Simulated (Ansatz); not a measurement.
`O[Si](F)(F)Br` + H₂O → `O[Si](O)(F)F` + HBr at 700 K and 1 bar (formal hydrolysis of the Si–Br bond).

Calculated with Ansatz (gas phase, PBE0-D4/def2-TZVP geometries, no zero-point term in ΔE). CBS: MP2 limit from def2 TZ/QZ plus the TZ coupled-cluster correction, frozen cores. This one scheme is used for every species. For Br outer-core shells are correlated without core-valence functions, which leaves a few kJ/mol of doubt a bond. Scalar relativity is left out up to krypton. One conformer a species, not always the lowest.

| species | CCSD(T)/CBS energy (Eh) | H − E (kJ/mol) | S (J/(mol·K)) |
| --- | --- | --- | --- |
| `O[Si](F)(F)Br` | -3138.00572 | 118.5 | 430.4 |
| H₂O | -76.37941 | 80.5 | 218.4 |
| `O[Si](O)(F)F` | -640.47553 | 157.0 | 417.1 |
| HBr | -2573.91920 | 36.5 | 223.7 |

H − E and S are ideal-gas, rigid-rotor, harmonic terms from PBE0-D4/def2-TZVP, for one conformer and one mirror image of each species. 1 Eh = 2625.50 kJ/mol, R = 8.31446 J/(mol·K).

Question: By hand: ΔE, ΔH, ΔS and ΔG.

Answer: ΔE = (-640.47553) + (-2573.91920) − (-3138.00572) − (-76.37941) = -0.00960 Eh = -25.2 kJ/mol. Δ(H − E) = 157.0 + 36.5 − 118.5 − 80.5 = -5.5, so ΔH = -30.7 kJ/mol. ΔS = 417.1 + 223.7 − 430.4 − 218.4 = -8.0 J/(mol·K). ΔG = -30.7 − 700 × (-8.0)/1000 = -25.1 kJ/mol.

Question: By hand: the equilibrium constant, and the temperature at which ΔG would vanish if ΔH and ΔS stayed fixed.

Answer: log₁₀ K = −ΔG/(RT ln 10) = 1.9. ΔG = 0 at ΔH/ΔS = 3838 K, far beyond where these terms or the molecules hold.

The number of gas molecules stays the same, so ΔS is small and ΔH decides. A doubt of 5 kJ/mol in ΔE shifts log₁₀ K by 0.4 here. Other conformers and mirror images would add mixing entropy, several J/(mol·K) or more a flexible species. These are equilibria of isolated gas molecules and say nothing of rates. Largest T1 diagnostic: 0.011 (customary marks: 0.02 for closed shells, 0.045 for open ones).
